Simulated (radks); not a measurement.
Question: Species: Sb. Configuration: [Kr] 4d10 5s2 5p3. Calculated with a radial shooting solver on a logarithmic mesh with Libxc functionals: scalar-relativistic Kohn-Sham, Slater X-alpha with alpha = 0.564, spin-unpolarised, spherical densities, finite nucleus; Fermi nuclear charge, rms radius 4.6802 fm. Some entries of the table are withheld. Estimate them.

| orbital | occ. | eigenvalue (hartree) | <1/r> (bohr^-1) |
|---|---|---|---|
| 1s | 2 | -1109.637 | (1) |
| 2s | 2 | -168.4143 | (2) |
| 2p | 6 | (3) | 11.89 |
| 3s | 2 | -32.79588 | 4.401 |
| 3p | 6 | -27.18665 | 4.190 |
| 3d | 10 | -18.60382 | (4) |
| 4s | 2 | -5.28875 | 1.755 |
| 4p | 6 | -3.57409 | (5) |
| 4d | 10 | -1.09675 | 1.278 |
| 5s | 2 | -0.40539 | 0.5748 |
| 5p | 3 | -0.12128 | 0.4225 |

Answer: 
(1) 1s <1/r> (bohr^-1): 54.22
(2) 2s <1/r> (bohr^-1): 12.38
(3) 2p eigenvalue (hartree): -151.1613
(4) 3d <1/r> (bohr^-1): 3.959
(5) 4p <1/r> (bohr^-1): 1.596
